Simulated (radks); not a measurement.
The numbers below are computed, except where a source is named.
Q: The hafnium ion Hf4+, [Xe] 4f14. Code: a radial shooting solver on a logarithmic mesh with Libxc functionals. Model: non-relativistic Kohn-Sham, exchange-only PBE, spin-polarised, spherical densities, point nucleus. Every spin shell is full or empty, so the densities are truly spherical. Functionals are evaluated on that one density, not self-consistently. Rank these exchange functionals by their error against the exact value of the orbitals, and give that value: LDA, B88, RPBE, OPTX, B86b, G96, EV93, APBE, TPSS, SCAN, MVS.

A: Exact: -288.230 hartree. From best to worst, with 100 (|E| - |E exact|)/|E exact| (equal figures are ties): RPBE -0.04, B86b +0.19, MVS +0.19, SCAN +0.21, TPSS -0.23, B88 +0.25, EV93 -0.29, APBE +0.45, G96 +0.64, OPTX +1.95, LDA -3.84.
